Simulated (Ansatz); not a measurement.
One change: `C=[CH][AlH][CH2][SiH3]` becomes `C=[CH][AlH][NH2]`.

Ansatz, PBE0-D4/def2-TZVP geometries, multiplicity 1. Each molecule was computed in one conformer, which needn't be the lowest.

| property | `C=[CH][AlH][CH2][SiH3]` |
| --- | --- |
| HOMO energy (ωB97M-V/def2-TZVPP) / eV | -10.05 |
| size of the dipole moment (PBE/def2-TZVPP) / D | 1.16 |
| HOMO–LUMO gap (PBE0/def2-TZVPP) / eV | 6.34 |
| LUMO energy (ωB97M-V/def2-TZVPP) / eV | 0.21 |
| HOMO energy (PBE/def2-TZVPP) / eV | -6.62 |
| HOMO energy (B3LYP/def2-TZVPP) / eV | -7.64 |

**Question.** What does the change do to each property? (Best estimate.)

**Answer.** Computed: 
```csv
property,`C=[CH][AlH][NH2]`,shift
HOMO energy (ωB97M-V/def2-TZVPP) / eV,-9.69,0.36
size of the dipole moment (PBE/def2-TZVPP) / D,1.19,0.03
HOMO–LUMO gap (PBE0/def2-TZVPP) / eV,6.33,-0.01
LUMO energy (ωB97M-V/def2-TZVPP) / eV,0.83,0.62
HOMO energy (PBE/def2-TZVPP) / eV,-6.00,0.62
HOMO energy (B3LYP/def2-TZVPP) / eV,-7.08,0.56
```

Dipoles are sizes alone; their direction can turn.

B3LYP here is the variant with VWN-RPA as its local correlation; programs differ in this.
